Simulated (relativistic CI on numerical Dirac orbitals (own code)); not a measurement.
Calculated at this level of theory: Dirac-Coulomb-Breit CI, orbitals from a KLI potential per configuration, a model potential for QED, unscaled Slater integrals (own radial code, finite nucleus).

The strongest absorption lines from the ground level of an ion, among the configurations computed and to levels below about 3230 eV (vacuum wavelength in Å, gf): 4.2406 (0.6), 4.3691 (1.2), 4.3699 (0.85), 4.3783 (3.1), 4.3835 (1), 4.4085 (0.49), 4.5359 (3.4), 4.5536 (1.1).

Question: Which ion is it?
A. Kr XXIX
B. Mo XXXV
C. Y XXXII
D. Rh XXXVIII

Answer: B. Mo XXXV has 8 electrons and the ground level 2s2 2p4 3P_2; the strongest line goes to 2s2 2p3 3d 3D°_3. The pattern of lines fixes the number of electrons, and along that sequence the line energies rise steadily with the charge (about as its square where n changes within one kind of shell, about linearly where n is kept but much faster in heavy ions where fine structure, which grows about as Z⁴, sets the gap, and irregularly where shells cross), which fixes Z. Configurations outside the model, such as inner-shell arrays, can give stronger lines. At this charge energies of transitions that change n are usually good to better than 1 %, and those within a shell (Δn = 0) to a few per cent.

LS names give the leading component of a level, which can be under half, so a name can repeat, a term be missing and a line seem to break the LS rules.
